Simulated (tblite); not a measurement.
C₅H₁₀FO (doublet state).
Numbering: `[CH3:1][CH2:2][CH2:3][C@H:4]([OH:5])[CH:6][F:7]` (hydrogens: H8, H9, H10 on C1; H11, H12 on C2; H13, H14 on C3; H15 on C4; H16 on O5; H17 on C6)

Computed with GFN2-xTB (tblite), gas phase: L-BFGS steps from a force-field or distance-geometry start until the largest atomic force falls under 0.01 eV/Å.

Step 13: E = -667.1084 eV
```
atom  x, y, z in Å  |  force x, y, z in eV/Å
C1      1.7091    0.8404    0.0683    0.027   0.042   0.006
C2      1.3504   -0.5798    0.4743   -0.055  -0.081   0.029
C3      0.0534   -1.0837   -0.1494   -0.096  -0.120  -0.092
C4     -1.2565   -0.3091    0.1566   -0.060  -0.011   0.092
O5     -2.3137   -1.0352   -0.4756   -0.003   0.012  -0.019
C6     -1.2727    1.1105   -0.2374    0.034  -0.004  -0.017
F7     -1.4484    2.0588    0.7046    0.033  -0.100   0.016
H8      1.5596    0.9923   -0.9966   -0.050  -0.007  -0.041
H9      1.0967    1.5425    0.6231   -0.054   0.125  -0.081
H10     2.7488    1.0609    0.2890    0.086  -0.031   0.083
H11     2.1383   -1.2705    0.1641    0.027   0.041  -0.080
H12     1.2979   -0.6431    1.5610   -0.102   0.037   0.080
H13    -0.1373   -2.0967    0.2048    0.009  -0.092   0.004
H14     0.1596   -1.1466   -1.2314    0.038   0.138  -0.127
H15    -1.4433   -0.3848    1.2322    0.053   0.119   0.189
H16    -2.7068   -0.5045   -1.1764    0.047  -0.025  -0.011
H17    -1.5421    1.4606   -1.2211    0.068  -0.044  -0.032
```

Step 14: E = -667.1151 eV
```
atom  x, y, z in Å  |  force x, y, z in eV/Å
C1      1.7068    0.8421    0.0681    0.049   0.041  -0.009
C2      1.3440   -0.5793    0.4732    0.041  -0.041   0.057
C3      0.0481   -1.0793   -0.1541    0.016  -0.204  -0.100
C4     -1.2588   -0.3117    0.1571   -0.117   0.006   0.136
O5     -2.3190   -1.0454   -0.4630    0.004   0.098  -0.052
C6     -1.2703    1.1068   -0.2350    0.005   0.035  -0.013
F7     -1.4358    2.0568    0.7085    0.022  -0.129  -0.019
H8      1.5627    0.9908   -1.0001   -0.040  -0.002   0.020
H9      1.0885    1.5459    0.6189    0.023   0.074  -0.122
H10     2.7494    1.0601    0.2924   -0.025  -0.034   0.075
H11     2.1359   -1.2717    0.1662   -0.054   0.097  -0.050
H12     1.2876   -0.6378    1.5611   -0.096   0.017   0.045
H13    -0.1379   -2.0956    0.1950    0.003  -0.085  -0.029
H14     0.1591   -1.1301   -1.2366    0.018   0.109  -0.118
H15    -1.4437   -0.3806    1.2317    0.065   0.089   0.251
H16    -2.7064   -0.5211   -1.1721    0.036  -0.046  -0.016
H17    -1.5173    1.4620   -1.2213    0.050  -0.025  -0.057
```

Step 15: E = -667.1231 eV
```
atom  x, y, z in Å  |  force x, y, z in eV/Å
C1      1.7045    0.8445    0.0676    0.047   0.016  -0.018
C2      1.3362   -0.5788    0.4728    0.109   0.023   0.062
C3      0.0420   -1.0768   -0.1613    0.121  -0.208  -0.067
C4     -1.2630   -0.3147    0.1604   -0.113   0.008   0.146
O5     -2.3251   -1.0560   -0.4481   -0.002   0.162  -0.051
C6     -1.2668    1.1022   -0.2329   -0.032   0.042  -0.011
F7     -1.4203    2.0519    0.7134    0.005  -0.122  -0.049
H8      1.5659    0.9888   -1.0040   -0.015  -0.001   0.085
H9      1.0791    1.5516    0.6114    0.107   0.015  -0.153
H10     2.7498    1.0584    0.2981   -0.141  -0.031   0.057
H11     2.1323   -1.2713    0.1676   -0.122   0.139  -0.005
H12     1.2734   -0.6313    1.5622   -0.082  -0.012  -0.014
H13    -0.1387   -2.0963    0.1827   -0.001  -0.075  -0.084
H14     0.1588   -1.1082   -1.2454   -0.018   0.061  -0.061
H15    -1.4431   -0.3736    1.2362    0.080   0.045   0.251
H16    -2.7053   -0.5414   -1.1678    0.021  -0.051  -0.031
H17    -1.4867    1.4630   -1.2227    0.037  -0.010  -0.057
```

**Question.** Estimate the geometry and energy of step 16. (The exact step hangs on the optimiser's Hessian estimate; all steps are aligned on step 15, rigid shifts and turns removed.)

**Answer.** E = -667.1314 eV, largest force 0.223 eV/Å
```
atom  x, y, z in Å  |  force x, y, z in eV/Å
C1      1.7020    0.8470    0.0668    0.021  -0.023  -0.019
C2      1.3280   -0.5773    0.4732    0.106   0.075   0.039
C3      0.0370   -1.0762   -0.1703    0.158  -0.124  -0.004
C4     -1.2687   -0.3181    0.1666   -0.038  -0.001   0.114
O5     -2.3316   -1.0655   -0.4315   -0.021   0.183  -0.011
C6     -1.2630    1.0971   -0.2313   -0.071   0.013  -0.010
F7     -1.4031    2.0443    0.7186   -0.015  -0.073  -0.065
H8      1.5692    0.9866   -1.0073    0.015  -0.002   0.114
H9      1.0705    1.5586    0.6003    0.163  -0.024  -0.151
H10     2.7481    1.0557    0.3056   -0.204  -0.016   0.038
H11     2.1264   -1.2683    0.1688   -0.135   0.142   0.040
H12     1.2559   -0.6244    1.5635   -0.058  -0.039  -0.066
H13    -0.1395   -2.0990    0.1672    0.005  -0.062  -0.145
H14     0.1582   -1.0826   -1.2565   -0.055   0.000   0.030
H15    -1.4410   -0.3649    1.2458    0.094  -0.007   0.181
H16    -2.7036   -0.5645   -1.1640    0.010  -0.034  -0.055
H17    -1.4518    1.4635   -1.2254    0.027  -0.008  -0.030
```

The energy changes by -0.0083 eV. The first-order estimate −F·Δx gives -0.0116 eV and the mean of the old and new forces, exact on a quadratic surface, -0.0083 eV. The step makes an angle of 74° with the force vector and moves no atom by more than 0.035 Å.

The cost below is that of the whole relaxation. The run took 0.34 s on one thread, Arm Neoverse V2 (aarch64), shared host.
